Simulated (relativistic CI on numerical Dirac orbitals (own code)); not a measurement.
**Hyperfine structure of La XVI, mass number 139**

Computed by Dirac-Coulomb-Breit CI, separate exchange-only KLI orbitals for each configuration, a model potential for QED, unscaled Slater integrals (own radial code, finite nucleus).

Configurations in the expansion (outside the closed core [Ar] 3d10): 4s2.4p6.4d6, 4s2.4p5.4d7, 4s2.4p6.4d5.4f, 4s2.4p4.4d8, 4s.4p6.4d7, 4s2.4p6.4d5.5s, 4s2.4p6.4d5.5p, 4p6.4d8, 4s.4p6.4d6.4f, 4s2.4p6.4d4.5s2, 4s2.4p6.4d5.5d, 4s2.4p6.4d4.5p2, 4s2.4p6.4d5.6s, 4s2.4p6.4d5.6d. Levels of other configurations are missing.

Nuclear spin I = 7/2, μ = 2.7791 μN, Q = 0.206 b (tables of Stone and Pyykkö). The electronic factors are computed for point nuclear moments, without core polarisation or the Bohr-Weisskopf and QED corrections.

```tsv
Level	E (eV)	A (MHz)	B (MHz)
4s2.4p6.4d6 5D_4	0.0000	1771	1100
4s2.4p6.4d6 5D_2	1.5555	1714	-278
4s2.4p6.4d6 5D_3	1.9954	1174	217
4s2.4p6.4d6 5D_1	2.8004	1442	-363
4s2.4p6.4d6 3G_5	6.0631	2660	362
4s2.4p6.4d6 3H_6	6.1866	2878	-738
4s2.4p6.4d6 3F_3	6.8368	3237	601
4s2.4p6.4d6 3F_2	6.9212	3896	-357
```

Levels with J = 0, under 50 % of one LS term, or S terms without an open s electron are left out. Small factors come from cancelling terms and can be off by tens of per cent or more.

At this charge energies of transitions that change n are usually good to better than 1 %, and those within a shell (Δn = 0) to a few per cent. Terms inside the open d or f shell come out 10 to 20 % too wide with unscaled integrals. Levels and lines within the n = 5 or 6 shells can be off by up to 10 % or somewhat more, and those that change n by about 2 %, since core polarisation is missing.

(1) Give the hyperfine levels of 4s2.4p6.4d6 5D_4 relative to its centre of gravity.

Results:

(1) With K = F(F + 1) − I(I + 1) − J(J + 1), E = AK/2 + B[¾K(K + 1) − I(I + 1)J(J + 1)]/[2I(2I − 1)J(2J − 1)]: F = 1/2: -30440, F = 3/2: -27930, F = 5/2: -23700, F = 7/2: -17730, F = 9/2: -9956, F = 11/2: -294.6, F = 13/2: 11340, F = 15/2: 25060 MHz.

LS names give the leading component of a level, which can be under half, so a name can repeat, a term be missing and a line seem to break the LS rules.
